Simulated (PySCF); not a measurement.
# How methods differ on the ionisation energy of K³⁺

K³⁺ [Ne] 3s2 3p4 [3p1/2^2 3p3/2^2, M_J = 2] → K⁴⁺ [Ne] 3s2 3p3 [3p1/2^2 3p3/2^1, M_J = 3/2], as a difference of total energies. Computed with PySCF 2.14 in an uncontracted even-tempered set (21 s from 0.092 bohr⁻², ratio 2.4; 15 p from 0.12 bohr⁻², ratio 2.4; 5 d from 1.4 bohr⁻², ratio 2.6; 5 f from 2.1 bohr⁻², ratio 2.6), with the two-component X2C-1e Hamiltonian. Correlated levels: 1s2 frozen; the 58 highest virtual spinors dropped. "Screened" scales the spin-orbit matrix elements by Boettger's factors to mimic the two-electron term; Breit and QED terms are absent.

| method | ionisation energy (eV) |
| --- | --- |
| GHF (spin-free) | 59.302 |
| GMP2 (spin-free) | 60.141 |
| GHF (screened spin-orbit) | 59.410 |
| GMP2 (screened spin-orbit) | 60.249 |

The labels give the starting determinants; with spin-orbit coupling the two ends relaxed to ⟨J²⟩ = 6.01, ⟨L²⟩ = 2.02, ⟨S²⟩ = 1.99 and ⟨J²⟩ = 3.75, ⟨L²⟩ = 0.00, ⟨S²⟩ = 3.75.

**Question.** Which method comes closest to the reference value, and which is furthest?

**Answer.** The reference is 60.917 ± 0.019 eV (semi-empirical (NIST evaluation); NIST Atomic Spectra Database, ionization energies). Closest: GMP2 (screened spin-orbit) (error -0.668 eV); furthest: GHF (spin-free) (error -1.615 eV).
